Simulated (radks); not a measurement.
The numbers below are computed, except where a source is named.
Te+, configuration [Kr] 4d10 5s2 5p3 (the NIST ground configuration).

Level of theory: Dirac Kohn-Sham, XLYP, spin-unpolarised, spherical densities, finite nucleus; open shells are shared between the two j in proportion to 2j + 1; Fermi nuclear charge, rms radius 4.7423 fm (a radial shooting solver on a logarithmic mesh with Libxc functionals).

Energy parts (hartree):
part                        energy
total                  -6797.47581
kinetic                 7188.67946
electron-nucleus      -16494.42536
Hartree                 2685.30720
exchange-correlation    -177.03711

Orbitals (lengths in bohr, moments of r in powers of bohr; <r^-3> diverges for s and p1/2; r(max) is where P^2 peaks):
orbital  occ.  eigenvalue (hartree)   r(max)  <r^-3>     <r^2>
1s1/2       2             -1162.053  0.01793       -  0.001048
2s1/2       2             -178.4242   0.1015       -   0.01687
2p1/2       2             -167.2076  0.07793       -   0.01250
2p3/2       4             -157.1142  0.08263    4908   0.01379
3s1/2       2             -35.76278   0.2928       -    0.1186
3p1/2       2             -31.14930   0.2792       -    0.1133
3p3/2       4             -29.26857   0.2897   933.8    0.1216
3d3/2       4             -21.12506   0.2360   148.6    0.1030
3d5/2       6             -20.73173   0.2390   137.8    0.1054
4s1/2       2              -6.35858   0.7011       -    0.6608
4p1/2       2              -4.77279   0.7213       -    0.7328
4p3/2       4              -4.41470   0.7457   177.9    0.7863
4d3/2       4              -1.88553   0.8055   20.91     1.093
4d5/2       6              -1.83144   0.8144   19.20     1.121
5s1/2       2              -0.85737    1.771       -     4.658
5p1/2       1              -0.52202    2.043       -     6.717
5p3/2       2              -0.48775    2.127   16.88     7.299
5d3/2       0              -0.14238    3.729  0.6296     24.43
5d5/2       0              -0.14079    3.778  0.5806     24.91
6s1/2       0              -0.18937    4.826       -     31.34

The highest occupied level is 5p3/2 at -13.272 eV. For comparison, the ionisation energy in NIST's Atomic Spectra Database is 18.6 eV (measured). In exact Kohn-Sham theory the highest level is minus the ionisation energy, but local and semilocal functionals leave it too shallow, through self-interaction and a potential that decays too fast; potentials with the right tail come closer. The electron density at the nucleus is 2.281e+05 e/bohr^3. Summed over all electrons, <r^2> = 49.77 bohr^2, which gives a Langevin (diamagnetic) susceptibility term of -39.4 x 10^-6 cm^3/mol.

Beside tabulated values, note that spin-unpolarised runs miss the spin-polarisation part of the exchange energy of open shells.
